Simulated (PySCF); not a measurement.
Molecule: SMILES F[C@@H]1CN[SiH2]C1, C3H8FNSi.

Geometry:
```tsv
atom	x (Å)	y (Å)	z (Å)
F1	-1.162	0.365	1.515
C2	-1.155	0.328	0.130
C3	-0.576	-1.010	-0.316
N4	0.864	-0.910	-0.215
Si5	1.473	0.710	-0.132
C6	-0.253	1.455	-0.360
H7	-2.201	0.438	-0.204
H8	-0.990	-1.794	0.342
H9	-0.928	-1.229	-1.345
H10	1.389	-1.773	-0.233
H11	2.421	1.075	-1.234
H12	2.151	1.069	1.154
H13	-0.424	1.641	-1.433
H14	-0.470	2.383	0.186
```

Geometry PBE0-D3(BJ)/def2-SVP throughout; GIAO in PySCF 2.14, gas phase, one conformer, non-relativistic; equivalent atoms averaged; functional PBE0.

**Question.** How do the shifts δ (against CFCl3, TMS, NH3 at the same level) depend on the basis set? (a selection of nuclei; ppm; last column core-seconds on 1 thread of an Arm Neoverse V2, shared host)

**Answer.** 
```csv
basis set,functions,F1,C3,C6,N4,H12,H11,H8,H9,H10,core-s
STO-3G,42,-120.4,45.9,13.8,-39.6,2.48,2.27,1.73,1.48,-2.26,3.3
6-31G,74,-194.3,52.3,18.2,-7.0,5.18,4.93,3.39,3.01,-1.15,7.1
6-31G*,104,-179.5,51.2,16.6,2.8,5.26,5.15,3.25,2.90,-0.58,9.7
def2-SVP,128,-170.9,51.0,15.7,12.0,5.07,4.92,3.20,2.78,-0.43,12
pcSseg-1,149,-188.1,54.8,17.5,13.6,5.03,4.90,3.50,3.07,-0.22,12
"6-311+G(2d,p)",218,-193.0,53.4,17.3,14.5,5.32,5.18,3.47,3.19,-0.21,28
def2-TZVP,240,-188.7,54.7,17.6,17.1,5.29,5.16,3.44,3.14,-0.18,42
```

**Question.** Which nucleus among those listed moves most, in ppm?

**Answer.** F1 (fluorine on an sp3 carbon): from -194.3 ppm with 6-31G to -120.4 ppm with STO-3G. The smallest spread is 1.71 ppm, at H9. Proton shifts span only some 12 ppm, so a few tenths of a ppm matter as much there as several ppm in carbon.

**Question.** Taking the largest basis, def2-TZVP (240 functions), as the yardstick, rank the others by their worst heavy-atom deviation.

**Answer.** pcSseg-1 3.5 ppm (149 functions), 6-311+G(2d,p) 4.3 ppm (218 functions), 6-31G* 14.3 ppm (104 functions), def2-SVP 17.8 ppm (128 functions), 6-31G 24.1 ppm (74 functions), STO-3G 68.3 ppm (42 functions).

A small basis that lands close on one nucleus may do so by chance; judge by the trend and by all nuclei.
